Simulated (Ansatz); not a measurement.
Born–Oppenheimer molecular dynamics of AlClF₂ (4 atoms, charge 0, multiplicity 1). It starts from a relaxed structure.

All numbers below come from RKS B3LYP/def2-SVP (Ansatz 0.2.0).

| Property | Result |
| --- | --- |
| ensemble | NVT, Nosé–Hoover chain |
| time step | 2 fs |
| steps asked | 166 |
| set temperature | 300 K |
| thermostat | time constant 100 fs, chain length 3 (defaults) |
| seed | 919267 |

First frame:

```xyz
4
Properties=species:S:1:pos:R:3
Al 0.000 0.000 0.036
Cl 0.000 0.000 2.110
F 1.419 0.000 -0.803
F -1.419 0.000 -0.803
```

How far do the bonds stretch over the last three quarters of this one trajectory? (Pairs bonded in most of those frames.)


| bond | mean (Å) | spread (Å) | shortest | longest |
| --- | --- | --- | --- | --- |
| Al1–Cl2 | 2.077 | 0.029 | 2.00 | 2.14 |
| Al1–F3 | 1.652 | 0.021 | 1.61 | 1.70 |
| Al1–F4 | 1.651 | 0.019 | 1.62 | 1.68 |

Mean temperature of the second half: 407 K. The conserved energy stayed within 0.31 meV per atom of its start (net change 0.28 meV per atom), so the integration is sound. The mean temperature of the second half is 36 % above the set value. A run of 0.33 ps of so small a system gives no equilibrium averages.

The run took 2.7 min on 2 threads of Arm Neoverse V1, on a shared host, peak memory 0.12 GiB.
